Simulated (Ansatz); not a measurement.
Molecule: sum formula H3BNO2 (charge -1, singlet). It need not be the lowest isomer of its formula. Whether it binds its extra electron was not tested at this geometry. 
Coordinates optimised at B3LYP-D3(BJ)/def2-TZVP (Ansatz, an electronic-structure program):
```
B
O 1 1.2952
O 1 1.4566 2 124.03
H 3 0.9622 1 103.07 2 -0.56
N 1 1.4921 2 126.64 4 -178.48
H 5 1.0085 1 113.66 2 -23.02
H 5 1.0105 6 110.87 1 133.64
```
Charge -1, spin multiplicity 1.

Parts of the frozen-core correlation energy in cc-pVQZ (Ansatz, hartree). Frozen orbitals: 4; correlated occupied orbitals by spin: 12 and 12; virtual: 294 and 294. No spin-orbit coupling. Non-relativistic.

```csv
term,value
reference (HF),-230.85088
MP2 opposite-spin,-0.65603
MP2 same-spin,___
CCSD correlation,___
(T),___
T1 diagnostic,0.013
largest doubles amplitude,0.016
```

Problem. Complete the blanks.

Solution. 
- MP2 same-spin, value: -0.21674
- CCSD correlation, value: -0.87203
- (T), value: -0.03629
